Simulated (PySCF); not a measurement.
## NaSb⁻: frontier orbitals

ωB97X at R = 3.131 Å; PySCF, scalar-relativistic core potentials, basis sets Na aug-cc-pVDZ, Sb aug-cc-pVDZ-PP with ECP28. State: ⁴Σ⁻ (quartet), unpaired electrons σ ↑, π ↑↑. Only the outer orbitals are listed, counted within each symmetry, core potentials removing the inner ones.

```csv
spin,orbital,occ.,ε (eV),on Na (%),main shells (%)
α,3π,1,-30.64,100,100 Na p
α,3π,1,-30.64,100,100 Na p
α,6σ,1,-30.57,100,100 Na p
α,7σ,1,-12.79,1,99 Sb s
α,4π,1,-3.75,1,99 Sb p
α,4π,1,-3.75,1,99 Sb p
α,8σ,1,-3.48,12,"88 Sb p, 10 Na s"
α,9σ,1,-0.80,96,"65 Na s, 31 Na p"
α,5π,0,2.04,103,103 Na p
α,5π,0,2.04,103,103 Na p
α,10σ,0,2.12,84,"101 Na p, 21 Sb s"
β,3π,1,-30.63,100,100 Na p
β,3π,1,-30.63,100,100 Na p
β,6σ,1,-30.56,100,100 Na p
β,7σ,1,-10.88,3,97 Sb s
β,8σ,1,-2.81,13,"86 Sb p, 9 Na s"
β,4π,0,2.56,5,95 Sb p
β,4π,0,2.56,5,95 Sb p
β,9σ,0,3.31,80,"81 Na p, 34 Sb s"
```

Task: Which are the highest filled and the lowest empty level, where do they sit, and how wide is the gap?

Result: Highest filled α 9σ at -0.80 eV (in %: 65 Na s, 31 Na p); lowest empty α 5π at 2.04 eV (in %: 103 Na p); the gap at ωB97X is 2.84 eV. An empty level above zero is unbound, and its energy depends on the basis.

```json
{
 "bond order (Mayer)": "0.48",
 "⟨S²⟩": "3.758",
 "charge on Na (Mulliken, basis-dependent)": "-0.29",
 "charge on Na (Löwdin, basis-dependent)": "-0.44",
 "dipole moment (positive dipole points towards Sb; it is taken about the centre of mass and depends on that origin)": "8.88 D"
}
```

Shares are Mulliken populations and can fall outside 0 to 100 %.

Spin–orbit coupling is left out. The state was picked by a PBE0 search and need not be the measured ground state.
